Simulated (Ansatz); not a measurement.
```yaml
crystal:
  periodic: [false, false, false]
  atoms:
    - {symbol: C, position_ang: [-0.963451, -0.426938, 2.468519]}
    - {symbol: C, position_ang: [-0.181296, -0.344663, 1.028528]}
    - {symbol: F, position_ang: [0.979664, -1.451640, 1.345119]}
    - {symbol: In, position_ang: [-0.298845, 0.622222, -0.802983]}
    - {symbol: C, position_ang: [0.870266, -0.205145, -2.159921]}
    - {symbol: H, position_ang: [-1.458978, 0.348167, 2.128497]}
    - {symbol: H, position_ang: [-0.816634, -0.796546, 3.545429]}
    - {symbol: H, position_ang: [-1.711465, 1.374181, -1.012708]}
    - {symbol: H, position_ang: [2.152998, -0.258456, -1.717818]}
    - {symbol: H, position_ang: [0.344221, -0.743808, -3.097126]}
    - {symbol: H, position_ang: [1.338162, 0.665535, -2.758003]}
basis:
  gaussian: {orbitals: x2c-TZVPPall, final_grid: {core_spheres: 5, valence_spheres: 4, degree: 11}}
total_charge: 1
magnetization: {spin_polarized: true, initial_magnetization: 1}
hamiltonian: {xc: {name: HF}}
correlation: {method: mp2, frozen_orbitals: {C: 9}}
output: {forces: true}
```

```sh
$ ansatz run in.yaml --threads 4 --pin off --events-out ev --progress --plain --max-ram 10444MiB
```

Q: How does Ansatz answer? (Best estimate.)

A: The calculation gave: The input was rejected before any iteration.
```
Functional definition: HF
Error: "frozen_orbitals" has no count for F
```
